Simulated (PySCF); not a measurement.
Si(F)2(vinyl)(OH) (C2H4F2OSi), SMILES O[Si](F)(F)C=C. Atoms are numbered in the order given.

```xyz
10

C     -0.0566     2.4339     0.0000
C      0.7229     1.3436     0.0000
Si     0.0242    -0.3536     0.0000
O     -1.6135    -0.2602     0.0000
F      0.5375    -1.2126    -1.2727
F      0.5375    -1.2126     1.2727
H     -1.1485     2.3552     0.0000
H      0.3626     3.4460     0.0000
H      1.8130     1.4666     0.0000
H     -2.1303    -1.0741     0.0000
```
Charge 0, spin multiplicity 1.

Geometry: B3LYP-D3(BJ)/def2-SVP. The structure was generated by enumeration, and PubChem lists no compound with its InChIKey, so it may never have been made. The values are those of a single conformer.

Computed with SMD-M06-2X/def2-SVP in PySCF.

Solvation free energies are E(SMD) − E(gas) at the gas-phase geometry, for 1 M in both phases. In vacuum the dipole moment is 1.59 D.

Computed solvation free energies in water, chloroform, dimethylsulfoxide:
```tsv
solvent	ΔG(solv) (kcal/mol)	its non-electrostatic (CDS) part	dipole (D)
water	-3.8	4.6	1.82
chloroform	-4.7	0.2	1.82
dimethylsulfoxide	-3.9	1.6	1.90
```
